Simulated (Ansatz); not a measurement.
The first iterations of a band of CH$_{10}$N$_{2}$OSi$_{2}$ (16 atoms, charge 0, multiplicity 1).

Computed with Ansatz, RKS B3LYP-D4/def2-SVP.

```json
{
 "movable images": "7",
 "climbing image": "yes",
 "spring": "5.0 eV/Å²",
 "optimiser": "quadratic models (default)",
 "start path": "IDPP",
 "force threshold": "0.03 eV/Å",
 "iteration limit": "51",
 "end points": "relaxed"
}
```

First end point:

```xyz
16
Properties=species:S:1:pos:R:3
N -1.087 -0.473 0.803
C 0.297 -0.128 0.479
O 0.815 0.648 1.543
Si 1.485 -1.644 0.358
N 0.231 0.578 -0.775
Si -1.183 1.494 -1.275
H -1.459 -1.198 0.189
H -1.154 -0.798 1.767
H 0.272 1.453 1.602
H 0.890 -2.618 -0.604
H 1.617 -2.304 1.689
H 2.830 -1.227 -0.137
H 1.134 0.834 -1.162
H -1.680 2.489 -0.276
H -0.709 2.245 -2.475
H -2.323 0.626 -1.682
```

Last end point:

```xyz
16
Properties=species:S:1:pos:R:3
N -0.962 -0.218 1.154
C 0.375 -0.052 0.628
O 1.343 0.375 1.577
Si 1.060 -1.733 -0.034
N 0.266 0.937 -0.429
Si -1.179 1.156 -1.398
H -0.998 -0.957 1.854
H -1.274 0.646 1.605
H 1.188 1.322 1.732
H 0.160 -2.248 -1.104
H 1.157 -2.748 1.056
H 2.410 -1.476 -0.609
H 1.162 1.179 -0.843
H -2.277 1.829 -0.647
H -0.741 2.067 -2.499
H -1.713 -0.101 -1.997
```

| iteration | highest image above the first end (eV) | largest band force component (eV/Å) |
| --- | --- | --- |
| 1 | 0.157 | 0.918 |
| 2 | 0.101 | 0.658 |

**Question.** Does the band converge within its limit, and where does its top end?

**Answer.** It converged. It ended after 7 iterations with the highest image 0.065 eV above the first end. A vibrational analysis at the climbing image gives one clearly imaginary mode, 152i cm⁻¹: a first-order saddle point.

Time of the run: 5.3 min on 2 threads of Arm Neoverse V1 (shared host), peak memory 0.42 GiB.
